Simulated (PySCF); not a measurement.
H4GeSi, SMILES `[SiH3][GeH]` (lower singlet), neutral singlet in the gas phase. This singlet lies 0.65 eV below the relaxed triplet at the level frozen-core CCSD(T)/cc-pVTZ // PBE0-D3(BJ)/def2-TZVP (Ansatz).

Z-matrix (Å, degrees):
```
Si
H 1 1.4891
H 1 1.4929 2 107.79
H 1 1.4932 2 107.76 3 -116.16
Ge 1 2.4523 2 114.28 4 -121.68
H 5 1.5956 1 87.11 2 -179.51
```
Charge 0, multiplicity 1.

All levels are single points at this geometry (PBE0-D3(BJ)/def2-TZVP); Pople sets use spherical d functions. Orbital energies aren't observables, and empty levels follow the basis.

```json
[
 {"level": "PBE-D3(BJ)/def2-TZVP in PySCF", "HOMO (eV)": "-5.69", "LUMO (eV)": "-4.14", "gap (eV)": "1.55", "dipole (D)": "0.48", "vertical IE, Delta-SCF (eV)": "–"},
 {"level": "PBE0-D3(BJ)/def2-TZVP in PySCF", "HOMO (eV)": "-6.64", "LUMO (eV)": "-3.30", "gap (eV)": "3.35", "dipole (D)": "0.43", "vertical IE, Delta-SCF (eV)": "–"},
 {"level": "B3LYP/6-311+G** (LANL2DZ on Ge) in PySCF", "HOMO (eV)": "-6.39", "LUMO (eV)": "-3.49", "gap (eV)": "2.90", "dipole (D)": "0.41", "vertical IE, Delta-SCF (eV)": "–"},
 {"level": "B3LYP/6-31G* in PySCF", "HOMO (eV)": "-6.40", "LUMO (eV)": "-3.47", "gap (eV)": "2.93", "dipole (D)": "0.36", "vertical IE, Delta-SCF (eV)": "8.77"},
 {"level": "M06-2X/6-31G* in PySCF", "HOMO (eV)": "-7.50", "LUMO (eV)": "-2.38", "gap (eV)": "5.12", "dipole (D)": "0.33", "vertical IE, Delta-SCF (eV)": "–"},
 {"level": "PBE/6-31G* in PySCF", "HOMO (eV)": "-5.63", "LUMO (eV)": "-4.08", "gap (eV)": "1.55", "dipole (D)": "0.34", "vertical IE, Delta-SCF (eV)": "8.67"},
 {"level": "SVWN5/6-31G* in PySCF", "HOMO (eV)": "-5.73", "LUMO (eV)": "-4.30", "gap (eV)": "1.43", "dipole (D)": "0.32", "vertical IE, Delta-SCF (eV)": "8.84"},
 {"level": "HF/3-21G in PySCF", "HOMO (eV)": "-8.63", "LUMO (eV)": "-0.24", "gap (eV)": "8.39", "dipole (D)": "0.68", "vertical IE, Delta-SCF (eV)": "–"},
 {"level": "HF/6-31G* in PySCF", "HOMO (eV)": "-8.69", "LUMO (eV)": "-0.15", "gap (eV)": "8.54", "dipole (D)": "0.26", "vertical IE, Delta-SCF (eV)": "7.81"}
]
```
